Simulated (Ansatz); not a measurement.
Consider the hydrogenolysis of the Si–C bond: `C[Si](O)(O)Br` + H₂ → `O[SiH](O)Br` + CH₄.

Computed with Ansatz on PBE0-D4/def2-TZVP structures; ΔE is electronic, products minus reactants. CCSD(T)/CBS is the MP2 limit (def2-TZVPP, def2-QZVPP) plus CCSD(T) − MP2 in def2-TZVPP, frozen cores. This one scheme is used for every species. Functionals use def2-TZVPP. For Br outer-core shells are correlated without core-valence functions, which leaves a few kJ/mol of doubt a bond. Scalar relativity is left out up to krypton. Each species was taken in one conformer, which may not be the lowest.

CCSD(T)/CBS gives -11.3 kJ/mol.

Q: Another level gave -12.8 kJ/mol. Which?
A. revPBE-D4/def2-TZVPP
B. BHLYP-D4/def2-TZVPP
C. MP2/def2-TZVPP
D. ωB97X-V/def2-TZVPP

A: D. ωB97X-V -12.8, BHLYP-D4 -17.1, MP2/def2-TZVPP -8.6, revPBE-D4 -4.5 kJ/mol.

Largest T1 diagnostic among the species: 0.010.

At CCSD(T), def2-SVP lies −13.0 kJ/mol from the extrapolated value and def2-TZVPP −2.0 kJ/mol. In def2-TZVPP, CCSD(T) changes the Hartree–Fock value by +22.1 kJ/mol (the triples alone add +4.0 kJ/mol) and MP2 by +26.8 kJ/mol.
